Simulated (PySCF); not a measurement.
FSr (SMILES [F][Sr+]), charge +1, singlet, geometry from GFN2-xTB (such geometries of metal compounds can be far from the true shape) (core potentials on Sr); PySCF with B3LYP5/def2-TZVP.

The PySCF input:
```python
from pyscf import gto, scf, dft

mol = gto.M(
    atom='''
Sr   -0.00000000   -0.00000000   -0.41292721
F     0.00000000    0.00000000    1.74347045
''',
    basis='def2-tzvp',
    ecp={'Sr': 'def2-tzvp'},
    charge=1,
    verbose=4,
)

mf = dft.RKS(mol)
mf.xc = 'b3lyp5'
mf.kernel()
```

What the program printed (banner, timings and long lists left out):

```
PySCF version 2.14.0

[INPUT] verbose = 4
[INPUT] num. atoms = 2
[INPUT] num. electrons = 18
[INPUT] charge = 1
[INPUT] spin (= nelec alpha-beta = 2S) = 0
[INPUT] symmetry False subgroup None
[INPUT] Mole.unit = angstrom
[INPUT] Symbol           X                Y                Z      unit          X                Y                Z       unit  Magmom
[INPUT]  1 Sr     0.000000000000   0.000000000000  -0.412927210000 AA    0.000000000000   0.000000000000  -0.780319336281 Bohr   0.0
[INPUT]  2 F      0.000000000000   0.000000000000   1.743470450000 AA    0.000000000000   0.000000000000   3.294681656772 Bohr   0.0

nuclear repulsion = 22.0858841883551
number of shells = 24
number of NR pGTOs = 99
number of NR cGTOs = 64
basis = def2-tzvp
ecp = {'Sr': 'def2-tzvp'}

******** <class 'pyscf.dft.rks.RKS'> ********
method = RKS
initial guess = minao
damping factor = 0
level_shift factor = 0
DIIS = <class 'pyscf.scf.diis.CDIIS'>
diis_start_cycle = 1
diis_space = 8
diis_damp = 0
SCF conv_tol = 1e-09
SCF conv_tol_grad = None
SCF max_cycles = 50
direct_scf = True
direct_scf_tol = 1e-13
XC library pyscf.dft.libxc version 7.1.2
    S. Lehtola, C. Steigemann, M. J. T. Oliveira, and M. A. L. Marques,  SoftwareX 7, 1–5 (2018)
XC functionals = b3lyp5
    P. A. M. Dirac,  Math. Proc. Cambridge Philos. Soc. 26, 376 (1930)
    F. Bloch,  Z. Phys. 57, 545 (1929)
    A. D. Becke,  Phys. Rev. A 38, 3098 (1988)
    C. Lee, W. Yang, and R. G. Parr,  Phys. Rev. B 37, 785 (1988)
    B. Miehlich, A. Savin, H. Stoll, and H. Preuss,  Chem. Phys. Lett. 157, 200 (1989)
    S. H. Vosko, L. Wilk, and M. Nusair,  Can. J. Phys. 58, 1200 (1980)
radial grids:
    Treutler-Ahlrichs [JCP 102, 346 (1995); DOI:10.1063/1.469408] (M4) radial grids

becke partition: Becke, JCP 88, 2547 (1988); DOI:10.1063/1.454033
pruning grids: <function nwchem_prune>
grids dens level: 3
symmetrized grids: False
atomic radii adjust function: <function treutler_atomic_radii_adjust>
small_rho_cutoff = 0
Set gradient conv threshold to 3.16228e-05
Initial guess from minao.
tot grids = 36176
init E= -128.836496354313
  HOMO = -0.643634808602431  LUMO = -0.266403028268716  gap/eV = 10.26500
cycle= 1 E= -130.268396769998  delta_E= -1.43  |g|= 0.807  |ddm|= 2.61
  HOMO = -0.26946601639326  LUMO = -0.260995100099624  gap/eV = 0.23051
cycle= 2 E= -127.368304876405  delta_E=  2.9  |g|= 3.82  |ddm|= 3.01
  HOMO = -0.4835629466297  LUMO = -0.260969207185468  gap/eV = 6.05708
cycle= 3 E= -130.388238479269  delta_E= -3.02  |g|= 0.198  |ddm|= 2.79
  HOMO = -0.472553269996135  LUMO = -0.275761194360394  gap/eV = 5.35499
cycle= 4 E= -130.391978596858  delta_E= -0.00374  |g|= 0.0916  |ddm|= 0.179
  HOMO = -0.4834901446981  LUMO = -0.27153665151839  gap/eV = 5.76755
cycle= 5 E= -130.393548484206  delta_E= -0.00157  |g|= 0.0215  |ddm|= 0.0488
  HOMO = -0.488568744947277  LUMO = -0.271566580274431  gap/eV = 5.90493
cycle= 6 E= -130.393637175472  delta_E= -8.87e-05  |g|= 0.00188  |ddm|= 0.0147
  HOMO = -0.488843571642704  LUMO = -0.271527804837484  gap/eV = 5.91346
cycle= 7 E= -130.393637785521  delta_E= -6.1e-07  |g|= 0.000104  |ddm|= 0.00119
  HOMO = -0.488840136209172  LUMO = -0.271525363314568  gap/eV = 5.91344
cycle= 8 E= -130.393637787842  delta_E= -2.32e-09  |g|= 2.55e-05  |ddm|= 9.39e-05
  HOMO = -0.488838739046368  LUMO = -0.271525093919464  gap/eV = 5.91341
cycle= 9 E= -130.393637787989  delta_E= -1.46e-10  |g|= 4.43e-06  |ddm|= 2.43e-05
  HOMO = -0.488836541849502  LUMO = -0.271525140015096  gap/eV = 5.91334
Extra cycle  E= -130.393637787978  delta_E= 1.07e-11  |g|= 9.56e-06  |ddm|= 5.97e-06
converged SCF energy = -130.393637787978
```
